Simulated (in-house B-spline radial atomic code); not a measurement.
Ionisation energies with and without relativity, with size and susceptibility from the Dirac run. Dirac energy differences include first-order Breit, QED and recoil terms. NIST's values go from ground level to ground level; the uncertainty of those that are theory runs from under 0.1 % in few-electron ions to several per cent in heavy many-electron ones. Computed with an all-electron radial atomic-structure program (B-spline basis): non-relativistic Hartree-Fock and Dirac-Hartree-Fock, averages of the configuration (point nuclei without relativity, finite nuclei with it).

| ion | configuration | configuration after | ionisation non-relativistic (eV) | ionisation Dirac Breit and QED (eV) | tabulated value (eV) | radius at density 0.001 (bohr) | diamagnetic susceptibility (10⁻⁶ cm³/mol) |
| --- | --- | --- | --- | --- | --- | --- | --- |
| F+ | [He] 2s2 2p4 | [He] 2s2 2p3 | 36.56 | 36.55 | 34.97081 | 2.698 | -5.6347 |
| Ne+ | [He] 2s2 2p5 | [He] 2s2 2p4 | ? | ? | ? | ? | ? |
| Mg+ | [Ne] 3s1 | [He] 2s2 2p6 | ? | ? | ? | ? | ? |
| Al+ | [Ne] 3s2 | [Ne] 3s1 | 17.52 | 17.55 | 18.82855 | 3.938 | -13.641 |
| Si+ | [Ne] 3s2 3p1 | [Ne] 3s2 | 15.71 | 15.70 | 16.34585 | 3.955 | -15.898 |
| P+ | [Ne] 3s2 3p2 | [Ne] 3s2 3p1 | 18.47 | 18.46 | 19.76949 | 3.85 | -16.619 |
| S+ | [Ne] 3s2 3p3 | [Ne] 3s2 3p2 | 21.34 | 21.32 | 23.33788 | 3.711 | -16.658 |
| Cl+ | [Ne] 3s2 3p4 | [Ne] 3s2 3p3 | 24.32 | 24.30 | 23.81364 | 3.566 | -16.374 |
| Ar+ | [Ne] 3s2 3p5 | [Ne] 3s2 3p4 | 27.42 | 27.40 | 27.62967 | 3.427 | -15.935 |

**Question.** Fill in the row of Ne+.

**Answer.** ionisation non-relativistic (eV): 41.05; ionisation Dirac Breit and QED (eV): 41.02; tabulated value (eV): 40.96297; radius at density 0.001 (bohr): 2.578; diamagnetic susceptibility (10⁻⁶ cm³/mol): -5.346.

**Question.** Fill in the row of Mg+.

**Answer.** ionisation non-relativistic (eV): 14.72; ionisation Dirac Breit and QED (eV): 14.74; tabulated value (eV): 15.03527; radius at density 0.001 (bohr): 3.841; diamagnetic susceptibility (10⁻⁶ cm³/mol): -11.065.
